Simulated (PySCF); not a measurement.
BH5OSn, SMILES [SnH3][O]B.

The structure is a stationary point at B3LYP-D3(BJ)/def2-SVP. The def2 effective core potentials stand for the cores of Sn; spin–orbit coupling is left out.

All values below come from B3LYP-D3(BJ)/def2-SVP in PySCF.

Frequencies are harmonic and unscaled.

Problem. List the normal modes with their intensities. (The exact figures need the calculation; the answer reports its results.)

Solution. 
```
mode  ν (cm⁻¹)  IR (km/mol)  moving atoms (share of kinetic energy)
----  --------  -----------  --------------------------------------
1           46          0.3                  H 65 %, O 24 %, B 11 %
2          203          3.6                  B 35 %, H 32 %, O 28 %
3          288          0.2                           H 90 %, O 8 %
4          489         50.2          H 62 %, O 20 %, B 10 %, Sn 8 %
5          514         35.5                                  H 90 %
6          516         44.2                 O 49 %, H 37 %, Sn 10 %
7          695        159.9                                  H 98 %
8          695         78.4                                  H 99 %
9          706        113.9                                  H 99 %
10        1013         40.1                  H 70 %, B 21 %, O 10 %
11        1065         59.0                          H 70 %, B 28 %
12        1212          5.2                          H 80 %, O 18 %
13        1403        372.9                  B 54 %, O 30 %, H 16 %
14        1917         52.0                                 H 100 %
15        1939        137.1                                  H 99 %
16        1941        158.8                                  H 99 %
17        2476        175.4                                  H 95 %
18        2568        233.3                          H 89 %, B 11 %
```
